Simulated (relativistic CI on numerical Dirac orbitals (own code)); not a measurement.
One change at a time: La IV

Base calculation: Dirac-Coulomb-Breit CI, orbitals from a KLI potential per configuration, model QED, valence Slater integrals scaled by 0.85, P86 correlation energy added to each configuration.

Configurations in the expansion (outside the closed core [Kr] 4d10): 5s²5p⁶, 5s²5p⁵5d, 5s²5p⁵4f, 5s²5p⁵5f, 5s5p⁶5d, 5s²5p⁵6s, 5s²5p⁵6p, 5s5p⁶5f, 5s²5p⁵6d, 5s²5p⁵7s, 5s²5p⁵7p, 5s5p⁶4f, 5s²5p⁵7d, 5s²5p⁵5g, 5s²5p⁵6f, 5s²5p⁵8s, 5s²5p⁵8p, 5s5p⁶6p, 5s5p⁶6s, 5s5p⁶6d, 5s5p⁶7s, 5s5p⁶7p, 5p⁶4f², 5p⁵4f²5d, 5p⁵4f³, 5p⁵4f²5f, 5p⁵4f²6s, 5p⁵4f²6p, 5p⁶5d², 5p⁵5d³, 5p⁵4f5d², 5p⁵5d²5f, 5p⁵5d²6s, 5p⁵5d²6p. Double excitations out of closed p, d and f shells are left out; levels of such configurations are missing from the list, as are those of other unlisted configurations, and high levels can miss mixing partners. These lack a partner that the ground configuration has and come out too high: 5s²5p⁵6d, 5s²5p⁵7s, 5s²5p⁵7p, 5s²5p⁵7d, 5s²5p⁵5g.

Variants: (1) self-excluded LDA correlation estimate; (2) Slater integrals left unscaled; (3) Breit term removed; (4) only the first 3 configurations. Shifts of the energy above 5s²5p⁶ ¹S0, in cm⁻¹, for the lowest level and the first level of each name with at least 55 % of one term (blank where a level changes its place among those of its configuration and J or its character, or is not in the variant):

| Level | Base | Δ(1) | Δ(2) | Δ(3) | Δ(4) | Measured |
| --- | --- | --- | --- | --- | --- | --- |
| 5s²5p⁶ ¹S0 | 0.0 | 0.0 | 0.0 | 0.0 | 0.0 | 0.0 |
| 5s²5p⁵4f ³D1 | 147842.1 | -768.4 | -1878.9 | +829.4 | +1191.0 | 143354.7 |
| 5s²5p⁵4f ³D2 | 150520.8 | -768.2 | -1680.8 | +915.2 | +1143.7 | 145949.0 |
| 5s²5p⁵4f ³G5 | 154116.3 | -772.4 | -789.3 | +1016.8 | +210.1 |  |
| 5s²5p⁵4f ³D3 | 154818.0 | -768.2 | -1310.2 | +1020.8 | +1015.6 |  |
| 5s²5p⁵4f ³G4 | 155033.9 | -772.4 | -497.7 | +856.1 | +213.3 |  |
| 5s²5p⁵5d ³P°0 | 157620.8 | -129.7 | -2268.8 | +170.5 | +193.2 | 156100.3 |
| 5s²5p⁵5d ³P°1 | 159993.0 | -129.2 | -2097.7 | +204.1 | +213.1 | 158412.6 |
| 5s²5p⁵5d ³P°2 | 164586.6 | -128.5 | -1712.3 | +261.5 | +229.8 | 162867.6 |
| 5s²5p⁵5d ³F°4 | 164602.8 | -134.2 | -1524.6 | +257.2 | +883.0 | 163693.3 |
| 5s²5p⁵5d ³F°3 | 166657.0 | -134.0 | -1046.8 | +208.6 | +710.7 | 165070.7 |
| 5s²5p⁵5d ³D°3 | 175898.0 | -132.7 | +658.4 | +256.7 | +6.1 | 173335.5 |
| 5s²5p⁵5d ³D°1 | 184580.8 | -125.3 | +858.6 | +334.3 | +214.8 | 181155.0 |
| 5s²5p⁵6s ³P°2 | 202601.3 | +402.7 | -236.0 | +113.2 |  | 198303.1 |
| 5s²5p⁵6s ¹P°1 | 204751.4 | +410.2 | +111.7 | +112.9 |  | 200183.3 |
| 5s²5p⁵5d ¹P°1 | 222911.1 | +117.4 | +7604.1 | +450.6 | +7468.7 | 215919.2 |
| 5s²5p⁵6s ³P°0 | 224117.6 | +413.9 | -327.1 | +409.1 |  | 219336.9 |
| 5s²5p⁵6s ³P°1 | 225521.0 | +405.4 | -134.9 | +412.2 |  | 220506.9 |
| 5s²5p⁵6p ³S1 | 233330.5 | +1287.7 | -1363.1 | +69.6 |  | 231008.7 |
| 5s²5p⁵6p ³D3 | 239851.7 | +1291.1 | -361.0 | +109.5 |  | 236790.4 |
| 5s²5p⁵6p ³P2 | 243058.1 | +1290.7 | +252.9 | +113.5 |  | 239654.3 |
| 5s²5p⁵6p ³D1 | 258473.0 | +1293.9 | -220.9 | +357.7 |  | 254251.3 |

Correlation outside the listed configurations is missing or only estimated: errors of thousands of cm⁻¹ between configurations and terms are usual at this charge. Rates and lifetimes follow the computed energies and can be off by large factors. The fine structure of a lone outer electron comes out too small, for d and f at times inverted, and misplaced configurations move strength between like terms. 43 of the 47 excited levels that our extract of the measured tables holds in this range could be paired (the sources list more); they are missed by 3418 cm⁻¹ on average and 8337 at most, and levels without a partner can miss by more.

Measured levels: Martin, Zalubas and Hagan, Atomic Energy Levels: The Rare-Earth Elements, NSRDS-NBS 60 (1978).

Ionisation energy from the two ground configurations alone: base 50.32 eV; self-excluded LDA correlation estimate 50.53 eV; Breit term removed 50.34 eV. The NIST ASD value (semi-empirical) is 49.95 eV.

LS names give the leading component of a level, which can be under half, so a name can repeat, a term be missing and a line seem to break the LS rules.
